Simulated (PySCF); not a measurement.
C8H13Br.
SMILES with atom numbers: `[Br:1]/[C:2]1=[CH:3]\[CH2:4][CH2:5][CH2:6][CH2:7][CH2:8][CH2:9]1` (hydrogens: H10 on C3; H11, H12 on C4; H13, H14 on C5; H15, H16 on C6; H17, H18 on C7; H19, H20 on C8; H21, H22 on C9)

A GFN2-xTB structure was refined with PBE0-D3(BJ)/def2-SVP geometry optimisation, gas phase (PySCF 2.14.0). Its GFN2-xTB values:

| coordinate | GFN2-xTB |
| --- | --- |
| Br1–C2 | 1.919 Å |
| C2=C3 | 1.327 Å |
| C2–C9 | 1.486 Å |
| C3–C4 | 1.482 Å |
| C3–H10 | 1.083 Å |
| C4–C5 | 1.549 Å |
| C4–H11 | 1.090 Å |
| C5–C6 | 1.540 Å |
| C5–H13 | 1.092 Å |
| C6–C7 | 1.550 Å |
| C6–H15 | 1.092 Å |
| C7–C8 | 1.540 Å |
| C7–H17 | 1.091 Å |
| C8–C9 | 1.547 Å |
| C8–H19 | 1.092 Å |
| C9–H21 | 1.092 Å |
| C2–C3–C4 | 124.9° |
| C2–C9–C8 | 104.7° |
| C3–C2–C9 | 122.0° |
| C3–C4–C5 | 103.5° |
| C4–C5–C6 | 114.6° |
| C5–C6–C7 | 116.8° |
| C6–C7–C8 | 116.8° |
| C7–C8–C9 | 114.7° |
| Br1–C2–C9–C8 | 81° |
| C4–C5–C6–C7 | -82° |
| C5–C6–C7–C8 | 116° |
| C6–C7–C8–C9 | -84° |

**Question.** How do these coordinates change at the PBE0-D3(BJ)/def2-SVP level?

**Answer.** 
```tsv
coordinate	PBE0-D3(BJ)/def2-SVP (Å or °)	change
C3–H10	1.098	+0.015
C7–H17	1.105	+0.014
C5–H13	1.105	+0.013
C8–H19	1.104	+0.012
Br1–C2	1.908	-0.011
C9–H21	1.103	+0.011
C4–H11	1.101	+0.011
C2=C3	1.337	+0.010
C6–H15	1.102	+0.010
C2–C9	1.490	+0.004
C6–C7	1.554	+0.004
C8–C9	1.544	-0.003
C7–C8	1.538	-0.002
C3–C4	1.483	+0.001
C4–C5	1.548	-0.001
C5–C6	1.540	0.000
C2–C9–C8	107.1	+2.4
C6–C7–C8	118.5	+1.7
C5–C6–C7	118.4	+1.6
C3–C4–C5	104.9	+1.4
C4–C5–C6	115.8	+1.2
C7–C8–C9	115.7	+1.0
C2–C3–C4	125.7	+0.8
C3–C2–C9	121.2	-0.8
C6–C7–C8–C9	-80	+4
C5–C6–C7–C8	113	-3
Br1–C2–C9–C8	80	-1
C4–C5–C6–C7	-80	+2
```

The energy falls by 0.074 eV over 6 energy and gradient evaluations, the largest force component goes from 0.0147 to 3.2e-04 Eh/bohr, and the atoms move by 0.039 Å rms after alignment. Among the bonds, C3–H10, C6–H16 and C7–H17 change most and about equally (+0.014 to +0.015 Å). Bonds longer at the end by more than 0.005 Å: 14 of 22; shorter: 1. Rotational constants go from 1571, 943.6, 755.7 to 1551, 936.3, 750.9 MHz.

The run used 209 basis functions and 39 SCF cycles in all. Time: 2.8 min; peak memory 1.1 GiB. Hardware: an Arm Neoverse V1 with one thread, shared host with 32 logical CPUs at a one-minute load of 21.

Whether it is a minimum is left open (no frequencies). The numbers are those of one conformer.
